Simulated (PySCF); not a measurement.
Calculation: PySCF with PBE-D3(BJ)/def2-TZVP // B3LYP-D3(BJ)/def2-TZVP. Isolated molecules, 0 K electronic values unless said otherwise. One relaxed conformer stands for a flexible species; it need not be the lowest. Excitations are Tamm–Dancoff values on a coarser integration grid. The basis has no diffuse functions, so Rydberg states are missing or too high.

Reference species (SMILES): `[I][Al]([SH])[SH]` (H–S–Al–I torsion 0°, I–Al–S–H torsion 0°) (neutral, multiplicity 1).

| Item | Result |
|---|---|
| LUMO | -2.02 eV |
| S1–T1 gap (TDA) | 0.19 eV |
| HOMO–LUMO gap | 4.61 eV |

Changed species: `[SH][Al]([SH])[SH]` (3 of 3 I replaced by SH; the reference has 2 of 3 I replaced by SH).

Question: What does the change do to the LUMO, S1–T1 gap (TDA) and HOMO–LUMO gap?

Answer: the LUMO goes up by 0.52 eV, to -1.50 eV; the S1–T1 gap (TDA) hardly moves; the HOMO–LUMO gap goes up by 0.40 eV, to 5.01 eV.
